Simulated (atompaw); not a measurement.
## Varying the PAW (atompaw) potential for La

Base potential:

```json
{"Element": "La", "Generator": "atompaw 4.2.0.5", "Type": "PAW", "Functional": "LDA (PW92)", "Relativity": "scalar-relativistic", "Frozen core": "[Kr] 4d10", "Valence charge": "11", "Reference configuration": "4f0 5s2 5p6 5d1 6s1 6p1", "Partial waves": "5s (bound): rc 2.40 bohr; 6s (bound): rc 3.00 bohr; 5p (bound): rc 2.00 bohr; 6p (bound): rc 2.75 bohr; 5d (bound): rc 3.00 bohr; 5d channel at 2.75 Ry: rc 3.00 bohr; 4f (bound, empty): rc 1.05 bohr; 4f channel at 1.95 Ry: rc 1.05 bohr", "Local potential": "troulliermartins scheme with l = 4 at 0 Ry, radius 2.15 bohr", "Core correction": "smooth core density matched at 2.25 bohr", "Augmentation charge": "gaussian compensation charge, radius 2.70 bohr; PAW radius 3.00 bohr; waves and projectors: custom rrkj gramschmidtortho"}
```

Cutoffs, loose and tight: the cutoffs (Ry, on a coarse ladder) from which the occupation-weighted sum of valence levels, in a spherical-Bessel basis at the reference potential, stays within 10 and 1 mRy of its value at 400 Ry. They see the waves, projectors and local potential, not the compensation charge or the core. A dash means not determined.

For the base: The cutoffs count occupied waves only; the empty 4f level needs 110 Ry at the loose tolerance.

A true bound ghost makes a file unfit for plane-wave use even where its test errors are small: the radial tests pick states by their node count and pass the ghost by.

| change | outcome | cutoff, loose | cutoff, tight | bound ghosts |
| --- | --- | --- | --- | --- |
| base | generated, no UPF (negative core plus compensation charge) | 18 Ry | 25 Ry | s |
| local potential troulliermartins scheme with l = 4 at 0 Ry, radius 1.24 bohr | failed: atompaw: The overlap operator has at least one negative eigenvalue! | – | – | – |
| local potential troulliermartins scheme with l = 4 at 0 Ry, radius 1.52 bohr | failed: atompaw: The overlap operator has at least one negative eigenvalue! | – | – | – |
| local potential troulliermartins scheme with l = 4 at 0 Ry, radius 1.60 bohr | failed: atompaw: The overlap operator has at least one negative eigenvalue! | – | – | – |
| local potential troulliermartins scheme with l = 4 at 0 Ry, radius 1.84 bohr | failed: atompaw: The overlap operator has at least one negative eigenvalue! | – | – | – |
| local potential troulliermartins scheme with l = 4 at 0 Ry, radius 1.98 bohr | failed: atompaw: The overlap operator has at least one negative eigenvalue! | – | – | – |
| local potential troulliermartins scheme with l = 4 at 0 Ry, radius 2.18 bohr | generated, no UPF (negative core plus compensation charge) | 18 Ry | 25 Ry | s |
| local potential troulliermartins scheme with l = 4 at 0 Ry, radius 2.40 bohr | generated, no UPF (negative core plus compensation charge) | 18 Ry | 25 Ry | none |
| local potential troulliermartins scheme with l = 4 at 0 Ry, radius 2.52 bohr | generated, no UPF (negative core plus compensation charge) | 18 Ry | 25 Ry | none |
| local potential troulliermartins scheme with l = 4 at 0 Ry, radius 2.76 bohr | generated, no UPF (negative core plus compensation charge) | 18 Ry | 25 Ry | none |
| local potential troulliermartins scheme with l = 4 at 0 Ry, radius 2.90 bohr | generated, no UPF (negative core plus compensation charge) | 18 Ry | 25 Ry | none |

Reading the sweep of the r_vloc (base included, trends over the rows without a ghost): The loose cutoff stays near 18 Ry. Bound ghosts are found at 2.15, 2.18 bohr. The generation fails at 1.24, 1.52, 1.6, 1.84, 1.98 bohr.
